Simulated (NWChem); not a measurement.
# BHCl cation

```xyz
3

B      0.0000     0.0000    -1.0919
Cl     0.0000     0.0000     0.5077
H      0.0000     0.0000    -2.2675
```
Atoms are numbered in this order, from 1.

Results from NWChem. Pople sets run with spherical d functions. All runs use the structure optimised with B3LYP/6-31G* (spherical d). B3LYP is NWChem's, with the RPA form of VWN correlation. GIAO values for the isolated, static molecule; σ is the absolute isotropic shielding, δ = σ(reference) − σ with the isolated reference molecule computed at the same levels (11B: boron trifluoride, 1H: tetramethylsilane).

```json
[
 {"level": "B3LYP/6-311G**", "δ B1 (ppm)": "45.0", "σ Cl2 (ppm)": "613.8", "δ H3 (ppm)": "5.29"},
 {"level": "PBE0/pcSseg-2", "δ B1 (ppm)": "…", "σ Cl2 (ppm)": "621.4", "δ H3 (ppm)": "…"},
 {"level": "B3LYP/IGLO-III", "δ B1 (ppm)": "45.5", "σ Cl2 (ppm)": "618.2", "δ H3 (ppm)": "5.08"}
]
```

### Question
Some entries are withheld; supply them.

### Answer

- PBE0/pcSseg-2, δ B1 (ppm): 45.9
- PBE0/pcSseg-2, δ H3 (ppm): 4.92
